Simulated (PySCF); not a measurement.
Which level of theory gave which numbers?

Compound: CH9BNP.
InChI=1S/CH9BNP/c1-2(3)4/h2H,4H2,1,3H3/t2-/m0/s1

The closed-shell ground state was solved 7 times with PySCF (density fitting, gas phase), always in the pcSseg-2 basis (277 functions), with these functionals: B3LYP, BHandHLYP, BP86, CAM-B3LYP, HF, KT3 and mPW1PW91. Geometry: PBE0-D3(BJ)/def2-SVP, one conformer, isolated molecule.

```json
{"row": "P", "total energy (Eh)": "-464.5543", "HOMO (eV)": "-6.08", "LUMO (eV)": "-0.53", "dipole (D)": "5.19"}
{"row": "Q", "total energy (Eh)": "-463.0470", "HOMO (eV)": "-8.54", "LUMO (eV)": "1.72", "dipole (D)": "5.38"}
{"row": "R", "total energy (Eh)": "-469.0844", "HOMO (eV)": "-5.05", "LUMO (eV)": "-1.48", "dipole (D)": "5.03"}
{"row": "S", "total energy (Eh)": "-464.4796", "HOMO (eV)": "-7.03", "LUMO (eV)": "0.00", "dipole (D)": "5.26"}
{"row": "T", "total energy (Eh)": "-464.5011", "HOMO (eV)": "-7.34", "LUMO (eV)": "0.15", "dipole (D)": "5.22"}
{"row": "U", "total energy (Eh)": "-464.6024", "HOMO (eV)": "-5.08", "LUMO (eV)": "-1.17", "dipole (D)": "5.13"}
{"row": "V", "total energy (Eh)": "-464.5980", "HOMO (eV)": "-5.86", "LUMO (eV)": "-0.87", "dipole (D)": "5.19"}
```

Q: Which functional belongs to which row?

A: P = mPW1PW91, Q = HF, R = KT3, S = BHandHLYP, T = CAM-B3LYP, U = BP86, V = B3LYP. By rising HOMO–LUMO gap: KT3 (GGA) 3.57 eV; BP86 (GGA) 3.91 eV; B3LYP (global hybrid, 20 % exact exchange) 4.99 eV; mPW1PW91 (global hybrid, 25 % exact exchange) 5.55 eV; BHandHLYP (global hybrid, 50 % exact exchange) 7.03 eV; CAM-B3LYP (range-separated hybrid) 7.49 eV; HF (all exact exchange) 10.26 eV. Total energies of different functionals aren't bounds to one another; each is stationary for its own functional.

Conformer computed: `[CH3:1][B@@H-:2]([NH3+:3])[PH2:4]`: H–P4–B2–C1 -21°, H–P4–B2–C1 74°.
